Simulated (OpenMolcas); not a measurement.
Co2+: ligand-field states by method

Co2+ with its 6 nearest fluoride ions at 1.938 Å, on the Ga site of K2NaGaF6 (a = 8.246 Å, distance in the model lattice 1.938 Å). The rest of the host is ab initio model potentials to 7.6 Å, with orthogonalisation functions on the cations behind the ligands, and point charges beyond; the distance is set by hand and nothing relaxes, and no local charge compensation is placed. Ligand basis ANO-RCC-VDZP.

```json
{
  "Program": "OpenMolcas 26.06",
  "Basis": "ANO-RCC-VTZP [6s5p3d2f1g]",
  "Scalar Hamiltonian": "DKH2, point nucleus",
  "Active space": "7 electrons in 5 orbitals (3d)",
  "State averaging": "2S+1 = 4 even, 10 roots; 2S+1 = 2 even, 40 roots",
  "Spin-orbit coupling": "state interaction with AMFI integrals over the reference wave functions"
}
```

I. CASSCF
II. SS-CASPT2, IPEA 0.25 Eh, imaginary shift 0.1 Eh (closed shells correlated: 3s 3p and the ligand valence shells)

Spin-free states (labels of O, the rotations of Oh) in cm-1, each column counted from its own energy of the first state listed:

```json
{"State": "4T1", "Degeneracy": "3", "I": "0", "II": "0"}
{"State": "4T2", "Degeneracy": "3", "I": "8220", "II": "10480"}
{"State": "2E", "Degeneracy": "2", "I": "13143", "II": "9670"}
{"State": "4A2", "Degeneracy": "1", "I": "17830", "II": "21940"}
{"State": "2T1", "Degeneracy": "3", "I": "20025", "II": "16850"}
{"State": "2T2", "Degeneracy": "3", "I": "20546", "II": "17860"}
{"State": "4T1", "Degeneracy": "3", "I": "25125", "II": "23260"}
{"State": "2T1", "Degeneracy": "3", "I": "26200", "II": "20760"}
{"State": "2A1", "Degeneracy": "1", "I": "26320", "II": "24320"}
{"State": "2T2", "Degeneracy": "3", "I": "30040", "II": "27330"}
{"State": "2T1", "Degeneracy": "3", "I": "31013", "II": "29510"}
{"State": "2E", "Degeneracy": "2", "I": "33198", "II": "30540"}
{"State": "2T2", "Degeneracy": "3", "I": "36845", "II": "34340"}
{"State": "2T1", "Degeneracy": "3", "I": "37985", "II": "36950"}
{"State": "2E", "Degeneracy": "2", "I": "38353", "II": "38280"}
{"State": "2T2", "Degeneracy": "3", "I": "47855", "II": "40250"}
{"State": "2T1", "Degeneracy": "3", "I": "49847", "II": "44360"}
{"State": "2A2", "Degeneracy": "1", "I": "50333", "II": "43840"}
{"State": "2E", "Degeneracy": "2", "I": "73860", "II": "64190"}
{"State": "2T2", "Degeneracy": "3", "I": "74414", "II": "64690"}
```

From I to II, I's first state of the same spin (4T2) moves from 8220 to 10480 cm-1, by about +2300 cm-1.

From I to II, I's first state of another spin (2E) moves from 13143 to 9670 cm-1, by about -3500 cm-1.

I: A least-squares ligand-field fit to the states below 45000 cm-1, each weighted by its degeneracy and with a free common offset, gives 10Dq = 9208 cm-1, B = 1212 cm-1 and C = 4477 cm-1 (C/B = 3.69), with an rms deviation of 150 cm-1. The same method and metal basis give the free ion B = 1229 cm-1 (fit to its terms below 60000 cm-1, rms deviation 20 cm-1), so the nephelauxetic ratio is β = 1212 / 1229 = 0.99; it hangs on how both fits weigh the states, and computed free-ion B values tend to be too large, so β mixes covalency with correlation.

χT at 300 K: I 3.48, II 3.43 cm3 K/mol.

Roots that are degenerate in the reference are averaged as groups; the widest CASPT2 spread within a group is 23 cm-1 (the 2-fold group of multiplicity 2 near 38300 cm-1 above the lowest state of its run, II). Shifts and gaps below about the spread of the groups concerned are not significant. Over all roots computed the reference weight is 0.73 to 0.74 in II; a low but even weight reflects the number of correlated electrons. An orbital triplet at a regular site is open to Jahn-Teller coupling, which can distort the site and quench the lowest spin-orbit gaps and is left out. Ligand-to-metal charge-transfer states are missing. Without dynamic correlation the repulsion within the d shell is too large (B by tens of per cent), so at a given field states of lower spin stand too high (holds for I). With no ligand orbital active B as a rule stays too high, so bands that hang on it stand too high and its fall with covalency is understated (holds for I). With metal d orbitals alone and no dynamic correlation 10Dq can be off by a tenth to a fifth, either way, in oxide and fluoride hosts (holds for I). A single d shell leaves out the double-shell effect, which counts most for late 3d ions, where the CASPT2 field can be off either way by tens of per cent (holds for II). These CASPT2 states fit no ligand-field parameters well, so their order and spin gaps are uncertain (holds for II). For late 3d ions with one d shell CASPT2 can put B and the spin-flip bands somewhat low as well as high (holds for II). With one d shell and no ligand orbital active, 10Dq can be off by tens of per cent for divalent 3d ions, low with halides held by bare charges and at times high in hosts (holds for II). Free-ion shares, where given, are those of the reference states; single-state CASPT2 does not remix them (holds for II). The distance lies 4 % under the 2.014 Å that this model takes as the normal distance (a Shannon-type radius plus a fixed donor radius, weighted with the host); by an R⁻⁵ law this alone changes a d-shell field by about +21 %. No measured value stands beside these numbers; the geometry was set by hand and not optimised.
